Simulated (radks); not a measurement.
Problem. Species: Ag2+. Configuration: [Kr] 4d9 (the NIST ground configuration). Method: Dirac Kohn-Sham, revPBE, spin-unpolarised, spherical densities, point nucleus; open shells are shared between the two j in proportion to 2j + 1; computed with a radial shooting solver on a logarithmic mesh with Libxc functionals.

Spin-orbit splittings of the eigenvalues, e(l+1/2) - e(l-1/2), with zeta = 2 splitting/(2l+1) and mean radii in bohr:

shell  occ.  splitting (eV)  zeta (eV)  <r> j=l-1/2  <r> j=l+1/2
2p        6               ?          ?       0.1141       0.1192
3p        6           30.94      20.63       0.3600       0.3708
3d       10           6.231      2.493       0.3437       0.3472
4p        6           5.119      3.412       0.9749        1.005
4d        9          0.6166     0.2466        1.299        1.315

Estimate the 2p splitting.

Solution. 175.3 eV (zeta = 116.9 eV).
